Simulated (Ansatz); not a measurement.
`B[SiH]([SiH3])Cl` + `C1N[SiH2]1` → `BN1C[SiH2]1` + `[SiH3][SiH2]Cl` at 700 K and 1 bar (cleavage of the B–Si bond).

Calculated with Ansatz (gas phase, PBE0-D4/def2-TZVP geometries, no zero-point term in ΔE). CCSD(T)/CBS adds triple-zeta CCSD(T) − MP2 to the extrapolated MP2 energy (def2 sets, frozen cores).

```
           species  CCSD(T)/CBS energy (Eh)  H − E (kJ/mol)  S (J/(mol·K))
`B[SiH]([SiH3])Cl`              -1066.34213           228.8          491.3
      `C1N[SiH2]1`               -384.79623           206.6          348.7
     `BN1C[SiH2]1`               -410.22230           252.8          403.6
  `[SiH3][SiH2]Cl`              -1040.97629           178.3          420.2
```

H − E and S are ideal-gas, rigid-rotor, harmonic terms from PBE0-D4/def2-TZVP, for one conformer and one mirror image of each species. 1 Eh = 2625.50 kJ/mol, R = 8.31446 J/(mol·K).

Problem. By hand: ΔE, ΔH, ΔS and ΔG.

Solution. ΔE = (-410.22230) + (-1040.97629) − (-1066.34213) − (-384.79623) = -0.06023 Eh = -158.1 kJ/mol. Δ(H − E) = 252.8 + 178.3 − 228.8 − 206.6 = -4.3, so ΔH = -162.4 kJ/mol. ΔS = 403.6 + 420.2 − 491.3 − 348.7 = -16.2 J/(mol·K). ΔG = -162.4 − 700 × (-16.2)/1000 = -151.1 kJ/mol.

Problem. By hand: the equilibrium constant, and the temperature at which ΔG would vanish if ΔH and ΔS stayed fixed.

Solution. log₁₀ K = −ΔG/(RT ln 10) = 11.3. ΔG = 0 at ΔH/ΔS = 10025 K, far beyond where these terms or the molecules hold.

ΔH outweighs TΔS. A doubt of 5 kJ/mol in ΔE shifts log₁₀ K by 0.4 here. Other conformers and mirror images would add mixing entropy, several J/(mol·K) or more a flexible species. These are equilibria of isolated gas molecules and say nothing of rates. Largest T1 diagnostic: 0.014 (customary marks: 0.02 for closed shells, 0.045 for open ones).
